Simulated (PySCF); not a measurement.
Species: YMe3, C₃H₉Y (singlet state).
Bonds: Y1–C2, Y1–C6, Y1–C10. Hydrogens: H3, H4, H5 on C2; H7, H8, H9 on C6; H11, H12, H13 on C10.

Computed, not measured: PBE0-D3(BJ)/def2-SVP geometry optimisation, gas phase, def2 core potentials past Kr in PySCF.

Question: What internal coordinates does the optimisation give?

Answer: 
| bond | length (Å) |
| --- | --- |
| Y1–C2, Y1–C6, Y1–C10 | 2.356 |
| C2–H3 and 8 like bonds | 1.109 |

Bonds in one row agree within 0.01 Å and their mean is given. A selection of angles:
| angle | degrees |
| --- | --- |
| C2–Y1–C6 | 120.0 |
| Y1–C2–H3 | 114.1 |
| Y1–C2–H4 | 112.4 |
| H3–C2–H4 | 105.9 |

The 4 heavy atoms lie in one plane (0.010 Å rms). All 3 C–Y bonds measure 2.356 Å. Y1 (yttrium bonded to 3 C) is planar (angles 120.1°, 120.0° and 119.9°, sum 360.0°, 0.02 Å off the plane of its three neighbours).

Point group: near C3h, missed by 0.18 Å at most; the miss may be what the optimiser left on a soft mode (C3 holds within 0.08 Å). No frequency check.
